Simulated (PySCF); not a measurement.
PySCF job for Ti(F)3(OH)(OH2) (F₃H₃O₂Ti), SMILES [F][Ti]([OH])([F])(<-[OH2])[F], multiplicity 1, PBE/pcSseg-1. Geometry optimised at B3LYP-D3(BJ)/def2-SVP. The multiplicity is an assumed one; other spin states were not compared. One conformer was computed; it need not be the lowest.

```python
import numpy as np
from pyscf import gto, scf, dft
from pyscf.prop.nmr import rks as nmr

mol = gto.M(
    atom='''
    Ti    0.15819346    0.08492282   -0.16661328
    F     1.02280474   -1.41843132    0.07651753
    F    -1.40616211   -0.08451368   -0.98639578
    F     0.24991776    1.30996336    1.10926225
    O     1.15402839    0.81976652   -1.42867058
    H     1.75392762    0.49944340   -2.11313757
    O    -1.23465420   -0.78750882    1.51730289
    H    -2.10933987   -0.81212452    1.09999293
    H    -1.27888107   -0.07684791    2.17512255
    ''',
    basis='pcSseg-1',
    charge=0,
    spin=0,
    max_memory=1600,
    verbose=3,
)
mf = dft.RKS(mol, xc='pbe')
mf.grids.level = 3
mf.conv_tol = 1e-10
mf.max_cycle = 100
mf.kernel()
n = nmr.NMR(mf)
n.verbose = 2
n.max_cycle_cphf = 60
sigma = n.kernel()
print('atom   isotropic/ppm   span/ppm')
for i, s in enumerate(sigma):
    w = np.linalg.eigvalsh((s + s.T) / 2)
    print(f'{mol.atom_symbol(i):2s}{i + 1:3d} {w.mean():14.3f} {w[2] - w[0]:11.3f}')
```

Log of the run:

```
converged SCF energy = -1300.78692505105
atom   isotropic/ppm   span/ppm
Ti  1       -130.683     146.547
F   2       -189.701     708.684
F   3       -127.645     622.310
F   4       -152.532     618.863
O   5        -48.809     660.271
H   6         23.470      15.476
O   7        286.136      57.182
H   8         29.166      17.392
H   9         29.064      17.385
```

The calculation finished and met its thresholds.
